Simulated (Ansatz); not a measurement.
## Reading a saddle point

A first-order saddle point of TiSi2NH8Cl3O, closed shell, PBE0-D4/def2-TZVP, with one imaginary mode of 662i cm⁻¹:

```
16
angstrom
Ti -0.8412 -0.7767 -0.7205
Cl 1.6857 -2.0032 -1.0394
Cl -0.8468 -0.3427 -2.8681
Cl -2.9665 -0.5339 -0.1850
N 0.0109 0.5994 0.1472
Si 1.0133 0.3446 1.5700
Si -0.0843 2.2347 -0.5057
H 0.5340 -2.6765 -0.4261
O -0.6752 -2.5416 -0.0027
H 0.5179 1.2304 2.6544
H 0.8936 -1.0704 1.9879
H 2.4228 0.6884 1.2597
H 0.1980 3.1670 0.6178
H 0.9306 2.4175 -1.5705
H -1.4436 2.4772 -1.0399
H -1.3490 -3.2145 0.1210
```

Computed with Ansatz 0.2.0 (basis: def2-TZVPP and def2-QZVPP); correlated methods freeze the cores. Extrapolation: Hartree–Fock as exp(−7.88 √X), correlation as X^−2.97.

Q: Which contacts change along the imaginary mode, and what lies on either side? (Judge from chemistry; the calculation decides.)

A: Computed: The step is TiSi₂NH₆Cl₃ ([SiH3][N]([SiH3])[Ti]([Cl])([Cl])[Cl]) + H₂O → TiSi₂NH₇Cl₂O ([OH][Ti]([Cl])([Cl])[N]([SiH3])[SiH3]) + HCl, with the molecules in contact on both sides. Shortening one way: Ti1–O9, Cl2–H8; lengthening the same way: Ti1–Cl2, H8–O9.
```tsv
pair	one side (Å)	saddle (Å)	other side (Å)
Ti1–O9	2.32	1.91	1.79
Cl2–H8	2.59	1.47	1.29
Ti1–Cl2	2.24	2.83	4.06
H8–O9	0.96	1.29	1.93
```

Q: Which side is lower, and how far does the saddle lie above each? (An estimate is asked for; the value comes from the calculation.)

A: Computed: The side with Ti1–Cl2, H8–O9 short is lower by 0.553 eV; the saddle lies 0.970 eV above it and 0.417 eV above the other (CCSD(T) at an estimated basis limit (MP2 extrapolated from triple and quadruple zeta, plus CCSD(T) − MP2 in triple zeta); electronic energies).

No T1 diagnostic of these runs exceeds 0.023.

The step is the kind of ligand exchange by which a precursor binds to a hydroxyl group, or is hydrolysed, in atomic layer deposition of oxides. Here a small cluster stands in for the surface site.

Labels in which every atom is bracketed show which atoms are joined, not bond orders.

For scale, one of the runs: CCSD(T)/def2-TZVPP, 448 basis functions, launched by `ansatz run in.yaml --threads 4 --pin off --events-out ev --progress --plain --max-ram 46080MiB --backend cuda --devices 0, --max-vram 37GiB`. Hardware: 4 CPU threads of an AMD EPYC 7R13 and a share of one NVIDIA H100, shared host. Wall time 66 s; peak host memory 1.1 GiB.
